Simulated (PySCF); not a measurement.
# Two-component Hartree-Fock for B⁺ (boron, charge +1)

Start: [He] 2s2. Calculated with PySCF 2.14 in x2c-QZVPPall-2c (7s4p3d2f1g, 57 functions): generalised Hartree-Fock with the X2C-1e Hamiltonian and a Gaussian nucleus; one run each with spin-orbit coupling (SO) switched off, then screened by Boettger's factors.

| spinor shell | electrons | ε, spin-free (eV) | ε, screened SO (eV) | weight of nominal j (screened SO) | rms radius, screened SO (bohr) |
| --- | --- | --- | --- | --- | --- |
| 1s1/2 | 2 | -222.80 | -222.80 | 1.000 | 0.378 |
| 2s1/2 | 2 | -23.784 | -23.784 | 1.000 | 1.96 |

```
   quantity  spin-free  screened SO
E (hartree)  -24.24437    -24.24437
        M_J          0            0
       ⟨J²⟩      0.000        0.000
       ⟨L²⟩      0.000        0.000
       ⟨S²⟩      0.000        0.000
```

Without spin-orbit coupling the j labels of p, d and f shells carry no meaning; the spin-free column gives the mean over the occupied spinors of each nl shell.
